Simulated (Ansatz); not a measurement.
CBr$_{2}$F$_{2}$, SMILES `FC(F)(Br)Br`. Total charge 0; spin multiplicity 1.

```xyz
5

F    -1.011    0.057   -0.966
C    -0.007    0.067   -0.103
F     0.908    0.916   -0.545
Br   -0.653    0.664    1.618
Br    0.764   -1.704   -0.004
```

(1) What are the harmonic wavenumbers in cm⁻¹ at PBE0-D4/def2-TZVP (Ansatz, finite differences of forces, unscaled)? (An estimate is asked.)

(2) Is this a minimum?

(3) Give the ideal-gas thermochemistry at 298.15 K and 1 bar (rigid rotor, harmonic oscillator; point group C2v, symmetry number 2).

(4) Rotational constants (cm⁻¹)?

Results:

(1) Ansatz gave: 164, 281, 334, 344, 372, 638, 823, 1120, 1190.

(2) Yes, all 9 modes are real.

(3) Zero-point energy 31.5 kJ/mol; H(298) − E = 47.7 kJ/mol; entropy 325.1 J/(mol·K), of which translation 175.5, rotation 115.2, vibration 34.4; G(298) − E = -49.2 kJ/mol.

(4) 0.108, 0.03722, 0.03232.
